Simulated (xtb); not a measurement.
B(Cl)(Me)(SH) (CH₄BClS), SMILES CB(S)Cl. All values are semi-empirical tight-binding results from xtb (GFN2-xTB unless named), good for trends rather than for accurate numbers. Geometry optimised at GFN2-xTB. Other conformers were not sampled.

Optimised geometry:

Bonded distances (Å): B1–Cl2 1.719, B1–C3 1.583, B1–S7 1.797, C3–H4 1.091, C3–H5 1.089, C3–H6 1.087, S7–H8 1.329. Bond angles (°): Cl2–B1–C3 121.1, Cl2–B1–S7 117.7, C3–B1–S7 121.3, B1–C3–H4 110.5, B1–C3–H5 112.4, B1–C3–H6 112.5, H4–C3–H5 106.4, H4–C3–H6 106.9, H5–C3–H6 107.8, B1–S7–H8 97.5.

Computed properties:
orbital gap: 4.26 eV
zero-point energy: 31.5 kcal/mol
G − E(el) at 298.15 K (modified RRHO): 12.6 kcal/mol
static polarisability (D4 model): 59.4 bohr³
solvation energy, GFN2-xTB/ALPB(water): -2.6 kcal/mol
solvation energy, GFN2-xTB/ALPB(octanol): -4.8 kcal/mol

Computed atomic charges and the Wiberg bond orders between heavy atoms:
charges (e) B1 0.36, Cl2 -0.24, C3 -0.20, H4 0.06, H5 0.05, H6 0.06, S7 -0.27, H8 0.17. Bond orders B1–Cl2 1.10, B1–C3 1.04, B1–S7 1.20.
